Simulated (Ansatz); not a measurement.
Computed with frozen-core CCSD(T)/cc-pVTZ // B3LYP-D3(BJ)/def2-TZVP run with Ansatz (an electronic-structure program).

Ansatz 0.2 input:
```yaml
crystal:
  periodic: [false, false, false]
  atoms:
    - { symbol: B, position_ang: [2.125288, -0.158256, 0.653819] }
    - { symbol: B, position_ang: [0.840782, 0.719288, 0.199865] }
    - { symbol: B, position_ang: [-0.74826, 0.356399, 0.364632] }
    - { symbol: C, position_ang: [-1.61934, -0.441976, -0.663969] }
    - { symbol: H, position_ang: [2.634287, -0.946172, -0.088752] }
    - { symbol: H, position_ang: [2.611965, -0.060416, 1.741399] }
    - { symbol: H, position_ang: [1.065534, 1.781385, -0.323541] }
    - { symbol: H, position_ang: [-1.292648, 0.734032, 1.367358] }
    - { symbol: H, position_ang: [-2.549414, 0.093063, -0.881714] }
    - { symbol: H, position_ang: [-1.935072, -1.374595, -0.177331] }
    - { symbol: H, position_ang: [-1.133123, -0.702754, -1.603967] }
basis:
  gaussian: { orbitals: cc-pVTZ }
correlation:
  method: ccsd_t
```

Output:

```
Functional definition: HF
1223 factors; integrals over basis functions are off by at most 1.0e-3 eV
mean field evaluation 1: about -3152.8377 eV, gradient 2.8e1 eV
mean field evaluation 2: about -3152.8362 eV, gradient 2.8e1 eV
mean field evaluation 4: about -3155.6132 eV, gradient 3.2e0 eV
mean field evaluation 8: about -3155.6639 eV, gradient 3.1e-4 eV
mean field evaluation 16: about -3155.6676 eV, gradient 1.7e-1 eV
mean field -3155.66386187 eV, -115.9685079380 hartree, gradient 2.3e-6 eV, S^2 0.000000; 0 other end points of the search recorded, 0 dependent functions left out
4 core orbitals not correlated
reference -3155.66386187 eV, -115.9685079380 hartree; 10, 10 occupied and 204, 204 virtual orbitals, 1223 factors
second order -12.88394837 eV of doubles, -0.00000000 eV of singles
cycle   1  -13.97788276 eV  change    -1.1e0 eV  update   8.3e-2
cycle   2  -14.39430865 eV  change   -4.2e-1 eV  update   2.6e-2
cycle   3  -14.44766417 eV  change   -5.3e-2 eV  update   1.2e-2
cycle   4  -14.44208304 eV  change    5.6e-3 eV  update   4.9e-3
cycle   5  -14.44060732 eV  change    1.5e-3 eV  update   2.1e-3
cycle   6  -14.44064600 eV  change   -3.9e-5 eV  update   7.2e-4
cycle   7  -14.44066489 eV  change   -1.9e-5 eV  update   2.3e-4
cycle   8  -14.44072921 eV  change   -6.4e-5 eV  update   9.6e-5
cycle   9  -14.44073991 eV  change   -1.1e-5 eV  update   4.0e-5
cycle  10  -14.44072198 eV  change    1.8e-5 eV  update   1.8e-5
perturbative correction -0.51277915 eV, -0.0188442863 hartree
Total energy: -3170.61736301 eV, -116.5180389688 hartree
```

Cost: very roughly 2.3 core-minutes.
